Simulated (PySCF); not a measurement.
Löwdin shares of the frontier orbitals

C6H9NO.
Cartesian coordinates in Å at the GFN2-xTB level; atoms count from 1:
```
atom  x, y, z in Å
O1     3.001    0.566   -1.027
C2     2.638    0.021   -0.015
N3     1.361   -0.178    0.350
C4     0.234    0.250   -0.454
C5    -0.664   -0.951   -0.818
C6    -1.817   -0.835    0.133
C7    -1.824    0.325    0.766
C8    -0.678    1.198    0.351
H9     3.348   -0.378    0.735
H10    1.148   -0.645    1.217
H11    0.668    0.731   -1.332
H12   -1.013   -0.881   -1.850
H13   -0.129   -1.896   -0.714
H14   -2.540   -1.626    0.238
H15   -2.553    0.658    1.484
H16   -1.037    2.020   -0.273
H17   -0.150    1.634    1.200
```

Method: PySCF, TDDFT CAM-B3LYP/def2-SVPD, vertical, gas phase, core orbitals frozen in the response.

Kohn–Sham orbitals with the atoms that hold most of them (Löwdin shares over 4%, at most four atoms; ? is withheld):

```tsv
orbital	ε (eV)	atoms
LUMO+2	1.72	H9 14%, C2 12%, H10 11%, O1 7%
LUMO+1	1.36	C6 31%, C7 31%, H14 6%, H15 6%
LUMO	1.10	H10 16%, C2 13%, C7 10%, C6 10%
HOMO	?	?
HOMO-1	-8.86	?
HOMO-2	-8.98	O1 64%, C2 13%, H9 7%, N3 5%
HOMO-3	-11.59	C4 28%, H11 16%, C8 14%, C7 14%
```

(1) Which atoms hold the HOMO-1, and with what shares?

(2) Give the leading atoms of the HOMO.

(3) What is the HOMO energy, and the HOMO–LUMO gap?

## Answers

(1) N3 (bonded to 2 C and H) 42%; O1 (bonded to C) 27%; C2 (bonded to N, O and H) 9%; C4 (bonded to 2 C, N and H) 6%. By element: nitrogen 42%, oxygen 27%, carbon 14% or more.

(2) C6 (bonded to 2 C and H) 30%; C7 (bonded to 2 C and H) 30%; C8 (bonded to 2 C and 2 H) 8%; C5 (bonded to 2 C and 2 H) 8%.

(3) ε(HOMO) = -8.70 eV; the gap is 9.80 eV (0.3603 hartree).

The HOMO–LUMO gap is 9.80 eV. Where does the response calculation put the lowest singlet, and from which orbitals?

S1 is at 5.84 eV (f = 0.0013), 3.96 eV below the gap, made of HOMO-2→LUMO+3 (70%), HOMO-2→LUMO+4 (13%). Without the coupling terms of the response equations the lowest excitation would equal the gap.

Give energy, strength and leading configuration of S2, S3, S5 and S6, and follow the Löwdin shares of the leading atoms from the occupied to the empty orbital.

- S2 (6.86 eV, f 0.0010), HOMO-1→LUMO (78%): N3 42% → at most 11%, O1 27% → at most 11%, H10 at most 6% → 16%, C2 9% → 13%
- S3 (6.87 eV, f 0.010), HOMO→LUMO (80%): C6 30% → 10%, C7 30% → 10%, H10 at most 9% → 16%, C2 at most 9% → 13%
- S5 (7.20 eV, f 0.243), HOMO→LUMO+1 (92%): C6 30% → 31%, C7 30% → 31%
- S6 (7.44 eV, f 0.097), HOMO-1→LUMO+1 (71%): N3 42% → at most 7%, O1 27% → at most 7%, C6 at most 6% → 31%, C7 at most 6% → 31%

Löwdin shares depend on the basis, the more so with diffuse functions.

One conformer stands for the species.
